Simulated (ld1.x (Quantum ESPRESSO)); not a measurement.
## tin (Sn), TM: configuration errors across variants

Sn, norm-conserving Troullier–Martins (Kleinman–Bylander form), made with ld1.x (Quantum ESPRESSO) 7.5 (PBEsol, scalar-relativistic). Core [Kr] 4d10, reference 5s1 5p3. Waves: 5p (bound): rc 1.95 bohr; 5d channel at 0.05 Ry: rc 1.95 bohr; 5s (bound): rc 1.85 bohr. Local part: the s channel. Core correction: none.

All-electron excitation energies from the reference (eV): (1) 5s2 5p2 -7.008; (2) 5s2 5p1 -0.111; (3) 5s2 5p0 13.861; (4) 5s1 5p2 7.577; (5) 5s0 5p4 7.239; (6) 5s2 5p2.3 -7.861; (7) 5s1 5p0 44.875.

A true bound ghost makes a file unfit for plane-wave use even where its test errors are small: the radial tests pick states by their node count and pass the ghost by.

Errors AE − PS in meV (a dash: test not solved or not reliable):

| change | (1) | (2) | (3) | (4) | (5) | (6) | (7) | bound ghosts |
| --- | --- | --- | --- | --- | --- | --- | --- | --- |
| base | +13 | +2.9 | -27 | -7.4 | +16 | +13 | -12 | d |
| wave 5s (bound): rc 1.85 bohr becomes 5s (bound): rc 1.48 bohr | +21 | +21 | +29 | -6.1 | +52 | +20 | +61 | p, d |
| wave 5s (bound): rc 1.85 bohr becomes 5s (bound): rc 1.70 bohr | +13 | +2.8 | -25 | -7.3 | +15 | +13 | -7.1 | d |
| wave 5s (bound): rc 1.85 bohr becomes 5s (bound): rc 1.82 bohr | +13 | +2.4 | -27 | -7.4 | +15 | +13 | -11 | d |
| wave 5s (bound): rc 1.85 bohr becomes 5s (bound): rc 2.12 bohr | +13 | +2.9 | -27 | -7.3 | +16 | +13 | -12 | d |
| wave 5s (bound): rc 1.85 bohr becomes 5s (bound): rc 2.34 bohr | +11 | +1.2 | -27 | -7.1 | +13 | +11 | -7.2 | d |
| wave 5s (bound): rc 1.85 bohr becomes 5s (bound): rc 2.60 bohr | +6.3 | -1.8 | -18 | -5.9 | +11 | +6.7 | +14 | d |
| wave 5s (bound): rc 1.85 bohr becomes 5s (bound): rc 2.80 bohr | +0.5 | -6.1 | -12 | -4.9 | +10 | +1.2 | +34 | d |

Task: Give the same row for: wave 5s (bound): rc 1.85 bohr becomes 5s (bound): rc 1.16 bohr.

Result: +99, -24, –, -82, –, +114, –; bound ghosts: p, d, s (extra level of the local part).
